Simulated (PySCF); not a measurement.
Species: C₃H₉BSi.
SMILES: `BC(=C)[SiH2]C`

Torsions of this conformer, `[BH2:1][C:2](=[CH2:3])[SiH2:4][CH3:5]`: B1–C2–Si4–C5 60°.

The closed-shell ground state was solved at several levels (PySCF, density fitting, gas phase, non-relativistic). One conformer (not necessarily the lowest) at the PBE0-D3(BJ)/def2-SVP geometry, without solvent, vibrations or thermal averaging.

```
              level  basis functions  HOMO (eV)  LUMO (eV)  gap (eV)  dipole (D)
      PBE0/pcSseg-0               67      -8.42      -2.18      6.24        1.16
      PBE0/pcSseg-2              313      -8.26      -2.23      6.03        1.05
       PBE0/cc-pVDZ              119      -8.16      -2.09      6.07        1.07
      PBE0/pcSseg-1              137      -8.30      -2.21      6.09        1.08
      BP86/pcSseg-1              137      -7.14      -3.27      3.87        1.09
    B3LYP/def2-SVPD              176      -8.07      -2.43      5.64        1.04
CAM-B3LYP/def2-SVPD              176      -9.57      -1.09      8.48        1.01
     B97-D/pcSseg-1              137      -7.03      -3.00      4.03        1.07
   wB97X-D/pcSseg-1              137     -10.10      -0.34      9.76        1.04
```

Q: Estimate the row for LC-wPBE/def2-SVPD, a basis of 176 functions; the other rows only guide the guess.

A: HOMO -10.93 eV, LUMO 0.06 eV, gap 10.99 eV, dipole 1.00 D.

Q: Over all these levels, which gives the widest orbital gap and which the narrowest?

A: LC-wPBE/def2-SVPD (range-separated hybrid) has the widest, 10.99 eV, and BP86/pcSseg-1 (GGA) the narrowest, 3.87 eV. Functional and basis both differ between the two, so the spread mixes both effects.

Q: How much does the basis alone move the frontier levels among the 4 PBE0 rows?

A: The HOMO by 0.26 eV and the LUMO by 0.14 eV. By rising basis size (HOMO, LUMO in eV): pcSseg-0 -8.42, -2.18; cc-pVDZ -8.16, -2.09; pcSseg-1 -8.30, -2.21; pcSseg-2 -8.26, -2.23.

Q: How far do the dipole and the HOMO energy spread over the levels?

A: The dipole runs from 1.00 to 1.16 D (mean 1.06 D) and the HOMO from -10.93 to -7.03 eV.
